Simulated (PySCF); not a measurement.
The group X on allenyl-X is varied. Isolated molecules, 0 K electronic values unless said otherwise. One relaxed conformer stands for each flexible species; it need not be the lowest. Strings in code marks are SMILES.

Calculation: ωB97X-D3(BJ)/def2-TZVP // PBE0-D3(BJ)/def2-TZVP run with PySCF. All candidates: neutral, multiplicity 1. Delta-SCF ions had no search for a lower state. Excitations are Tamm–Dancoff values on a coarser integration grid. The basis has no diffuse functions, so Rydberg states are missing or too high.

The HOMO comes out as -8.11 eV and the vertical ionisation energy (Delta-SCF) is 7.92 eV. The S1 excitation (TDA) comes out as 4.67 eV.

Problem. Identify which member has these values.
A. `C=C=C[SeH]`
B. `C=C=CC=O`
C. `C=C=CNC`
D. `C=C=CC=C`

Solution. C, `C=C=CNC`. The others give `C=C=C[SeH]`: -8.59 eV, 8.52 eV, 4.52 eV; `C=C=CC=C`: -8.92 eV, 8.73 eV, 5.70 eV; `C=C=CC=O`: -10.03 eV, 9.87 eV, 4.14 eV
